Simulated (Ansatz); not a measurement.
CH₄B₂OSi, one more setting.

```yaml
crystal:
  periodic: [false, false, false]
  atoms:
    - {symbol: B, position_ang: [-0.956850, 0.955985, -0.942902]}
    - {symbol: B, position_ang: [0.235905, 0.068654, -0.224217]}
    - {symbol: Si, position_ang: [-0.082702, -0.873633, 1.334432]}
    - {symbol: C, position_ang: [1.598119, -0.047251, -0.737867]}
    - {symbol: O, position_ang: [2.661166, -0.135636, -1.141369]}
    - {symbol: H, position_ang: [-2.048765, 0.995043, -0.448557]}
    - {symbol: H, position_ang: [-0.784123, 1.575146, -1.954172]}
    - {symbol: H, position_ang: [-1.408376, -0.869000, 1.997036]}
    - {symbol: H, position_ang: [0.874126, -1.715508, 2.100516]}
basis:
  gaussian: {orbitals: cc-pVDZ, fitting: {mean_field: cc-pVTZ-jkfit}}
total_charge: -1
magnetization: {spin_polarized: true, initial_magnetization: 1}
hamiltonian: {xc: {name: PBE}, dispersion: d3bjatm}
output: {forces: true}
```

```sh
$ ansatz run in.yaml --threads 2 --pin off --events-out ev --progress --plain --max-ram 4352MiB
```

Output, abridged:

```
Functional definition: PBE
557 factors; integrals over basis functions are off by at most 1.1e-1 eV
mean field evaluation 1: about -12358.6408 eV, gradient 3.5e1 eV
mean field evaluation 2: about -12251.2334 eV, gradient 1.1e2 eV
mean field evaluation 4: about -12365.4529 eV, gradient 2.1e1 eV
mean field evaluation 8: about -12368.6276 eV, gradient 2.7e-1 eV
mean field evaluation 16: about -12368.6242 eV, gradient 1.3e-3 eV
mean field -12368.62417283 eV, -454.5385545969 hartree, gradient 5.1e-5 eV, S^2 0.755627; 4 other end points of the search recorded, 0 dependent functions left out
reference -12368.62420921 eV, -454.5385559339 hartree; 22, 21 occupied and 72, 73 virtual orbitals, 557 factors
Total energy: -12368.82137864 eV, -454.5458017769 hartree
Atom 0 at    -0.956850     0.955985    -0.942902 Å, force     0.877665    -0.472980     0.260848 eV/Å
Atom 1 at     0.235905     0.068654    -0.224217 Å, force     0.210447     0.924731    -1.478657 eV/Å
Atom 2 at    -0.082702    -0.873633     1.334432 Å, force    -0.235451    -0.759690     1.246022 eV/Å
Atom 3 at     1.598119    -0.047251    -0.737867 Å, force    -4.675730     0.619281     1.429985 eV/Å
Atom 4 at     2.661166    -0.135636    -1.141369 Å, force     4.547327    -0.412110    -1.674761 eV/Å
Atom 5 at    -2.048765     0.995043    -0.448557 Å, force    -0.663245     0.056792     0.250052 eV/Å
Atom 6 at    -0.784123     1.575146    -1.954172 Å, force     0.072117     0.405730    -0.638845 eV/Å
Atom 7 at    -1.408376    -0.869000     1.997036 Å, force    -0.488475    -0.024548     0.283181 eV/Å
Atom 8 at     0.874126    -1.715508     2.100516 Å, force     0.355346    -0.337206     0.322176 eV/Å
Dipole moment:     0.660090    -0.207986    -0.023120 e Å
```

Hardware: 2 threads of an Intel Xeon Platinum 8259CL on a shared host. Wall time 3.5 s, peak host memory 0.4 GiB.
